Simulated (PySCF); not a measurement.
C2H9AlO3, singlet at its GFN2-xTB optimised geometry (Å):

```
15

Al    -0.3288     0.1899     0.0000
C     -1.1992    -1.4244     0.8203
H     -2.2275    -1.5784     0.4914
H     -1.2489    -1.3197     1.9041
H     -0.6675    -2.3582     0.6351
O     -1.2519     1.5685     0.0000
H     -1.7445     2.3582     0.1500
O      1.3411     0.1899     0.0000
H      2.2275     0.2914     0.3068
C     -1.4143    -0.3714    -2.8684
O     -0.3910    -0.2510    -1.9088
H     -1.1670     0.1816    -3.7784
H     -2.3033     0.0597    -2.4149
H     -1.6084    -1.4182    -3.1147
H      0.4453    -0.6153    -2.2063
```

Level of theory: CAM-B3LYP/def2-TZVP run with PySCF.

Map of the electron localisation function on the plane z = 1.2 Å:

```
|00000000000000000000000000000|
|00000000000000000000000000000|
|00000000000000000000000000000|
|00000000000000000000000000000|
|00000000000000000000000000000|
|00000001110000000000000000000|
|00000001221111000000000000000|
|00000001222332100000000000000|
|00000001234443100000000000000|
|00000001345653100010000000000|
|00000012456652000221000000000|
|00000001234431002332222100000|
|00000000011110014543334310000|
|00000000000110014554444310000|
|00000000013552113554343210000|
|00000000136786201443222100000|
|00000112357887400232110000000|
|00003444567776300011100000000|
|00025777663565200000000000000|
|00026887763454210000000000000|
|00026887666776420000000000000|
|00013665446899841000000000000|
|00001232236999962000000000000|
|00000011126999972000000000000|
|00000000014899840000000000000|
|00000000002466410000000000000|
|00000000000111000000000000000|
|00000000000000000000000000000|
|00000000000000000000000000000|
```
Scale: ten equal steps from 0.000 (start of '0') to 0.949 (end of '9'), in the order '0123456789'; x runs from -4.50 to 4.50, y from -4.50 (bottom) to 4.50 (top).
